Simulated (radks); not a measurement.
Results of a calculation; reference values are marked as such.
Spherical quantum dot in the effective-mass picture: electrons in a parabolic well V = omega^2 r^2 / 2 with omega = 2.14, with a point charge +2 (a donor) at the centre, all in effective atomic units (hartree* = m*/eps^2 hartree, bohr* = eps/m* bohr), one dielectric constant everywhere. Level of theory: non-relativistic Kohn-Sham, r2SCAN, spin-polarised, spherical densities, generalised Kohn-Sham scheme (a radial shooting solver with Libxc functionals). Levels are named by radial order and angular momentum (1s, 1p, 1d, 2s, ...), and open shells are averaged over m. Results are scaled to m* = 0.058 and eps = 7.4, for which hartree* = 28.82 meV and bohr* = 6.752 nm.

N = 26, configuration 1s2 1p6 1d10 2s2 1f(up 6, down 0). This is the lowest configuration that the search found. Occupied and some empty levels:

level    occupation  eigenvalue (meV)  <r> (nm)
1s up             1            520.00     5.101
1s down           1            520.11     5.019
1p up             3            576.83     8.745
1p down           3            579.43     8.589
2s up             1            597.42     9.040
2s down           1            601.16     9.015
1d up             5            616.89     10.38
1d down           5            621.16     10.29
1f up             6            658.20     11.54
2p up             0            660.46     10.09
1f down           0            663.47     11.50
2p down           0            663.81     10.16
1g up             0            701.90     12.50
1g down           0            707.78     12.50
2d up             0            711.30     11.35
2d down           0            715.02     11.36

Energy (meV): total 10013.6, kinetic 1861.6, external 2662.6, Hartree 6036.8, exchange-correlation -547.40.

Electron density:

r (nm)  n(r) (e/nm^3)
0.411         0.02154
1.44          0.01170
2.47         0.006582
3.51         0.004118
4.54         0.003152
5.57         0.002960
6.60         0.003057
7.64         0.003147
8.66         0.003061
9.70         0.002745
10.7         0.002239
11.8         0.001645
12.8         0.001082
13.8        0.0006349
14.9        0.0003322
15.9        0.0001534
16.9       0.00006269
18.0       0.00002271
19.0        7.302e-06
20.0        2.080e-06
